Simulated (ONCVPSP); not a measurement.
**Configuration tests for cobalt (ONCV)**

Co, optimised norm-conserving Vanderbilt (ONCV), made with ONCVPSP 4.0.1 (PBEsol, scalar-relativistic). Core [Ne] 3s2, reference 3p6 3d7 4s1.5 (charge +0.5). Waves: 4s: rc 1.75 bohr, ncon 5, nbas 10, qcut 3.4 1/bohr, 1 projector; 3p: rc 1.10 bohr, ncon 4, nbas 9, qcut 12.1 1/bohr, 1 projector; 3d: rc 0.80 bohr, ncon 3, nbas 8, qcut 12.1 1/bohr, 2 projectors, debl 2.8 Ha; f scattering state at 0.06 Ha: rc 1.65 bohr, ncon 3, nbas 8, qcut 6.5 1/bohr, 2 projectors, debl 2 Ha. Local part: polynomial inside 0.65 bohr (lpopt 5, dvloc0 3 Ha). Core correction: polynomial model core, fcfact 0.65.

Energies are relative to the spin-unpolarised reference configuration 3p6 3d7 4s1.5; without spin polarisation the order of configurations can differ from experiment.

```json
{"valence configuration": "3p6 3d7 4s2", "charge": "0", "ΔE all-electron (eV)": "-3.613", "error AE − PS (meV)": "-0.3"}
{"valence configuration": "3p6 3d7 4s1", "charge": "+1", "ΔE all-electron (eV)": "5.433", "error AE − PS (meV)": "-2.1"}
{"valence configuration": "3p6 3d7 4s1 4p1", "charge": "0", "ΔE all-electron (eV)": "0.770", "error AE − PS (meV)": "+16"}
```

Question: What are ΔE and the potential's error for 3p6 3d7 4s0?

Answer: ΔE = 22.131 eV all-electron; the error (AE − PS) is -31 meV.

Levels in the configuration 3p6 3d7 4s2:

```json
{"level": "3p", "all-electron (eV)": "-65.511", "pseudo (eV)": "-65.544"}
{"level": "3d", "all-electron (eV)": "-8.230", "pseudo (eV)": "-8.268"}
{"level": "4s", "all-electron (eV)": "-5.489", "pseudo (eV)": "-5.487"}
```

Note: ghosts flagged at negative energy: s at -329.6 eV; GHOST(+) flagged for f at 77.7 eV. A true bound ghost makes a file unfit for plane-wave use.
